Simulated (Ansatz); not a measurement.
C3H7S (SMILES [CH2]SCC), doublet, at a GFN2-xTB geometry, with bond 6-1 at 1.4 times its length; SC-NEVPT2/STO-3G, CASSCF(7,5) in Ansatz (a first-principles code).

Ansatz was given this input:
Ansatz 0.2 input:
```yaml
crystal:
  periodic: [false, false, false]
  atoms:
    - {symbol: C, position_ang: [1.57142176, -0.41549560, 0.47035119]}
    - {symbol: S, position_ang: [0.56449231, 0.05505254, -0.81724039]}
    - {symbol: C, position_ang: [-0.87903839, 0.70344707, 0.10384635]}
    - {symbol: C, position_ang: [-1.62638762, -0.40589432, 0.81824356]}
    - {symbol: H, position_ang: [2.46835841, -0.93149285, 0.19409048]}
    - {symbol: H, position_ang: [1.54243808, 0.39099519, 1.73791342]}
    - {symbol: H, position_ang: [-0.50656738, 1.45021623, 0.80506344]}
    - {symbol: H, position_ang: [-1.50524567, 1.18993618, -0.64258130]}
    - {symbol: H, position_ang: [-0.96505629, -0.91879335, 1.51357992]}
    - {symbol: H, position_ang: [-2.46587477, 0.00825553, 1.37318801]}
    - {symbol: H, position_ang: [-2.00418486, -1.13187469, 0.10210648]}
basis:
  gaussian:
    orbitals: STO-3G
correlation: {method: sc_nevpt2, electrons: all, active_space: {window: {electrons: 7, orbitals: 5}}}
magnetization: {spin_polarized: false, initial_magnetization: 1}
```

**Question.** Predict the main parts of the log of this Ansatz run.

**Answer.** 
```
Functional definition: HF
404 factors; integrals over basis functions are off by at most 4.5e-5 eV
mean field evaluation 1: about -13858.1411 eV, gradient 1.5e1 eV
mean field evaluation 2: about -13858.3262 eV, gradient 1.4e1 eV
mean field evaluation 4: about -13859.6706 eV, gradient 1.6e0 eV
mean field evaluation 8: about -13859.6907 eV, gradient 4.6e-4 eV
mean field -13859.69072706 eV, -509.3342397835 hartree, gradient 2.6e-6 eV, S^2 0.750000; 0 other end points of the search recorded, 0 dependent functions left out
reference -13859.69072706 eV, -509.3342397835 hartree; 21, 20 occupied and 10, 11 virtual orbitals, 404 factors
state -13860.82706360 eV, -509.3759993811 hartree
state -13860.82706360 eV, -509.3759993811 hartree; corrected -13865.13773391 eV, -509.5344135932 hartree
Total energy: -13865.13773391 eV, -509.5344135932 hartree
```
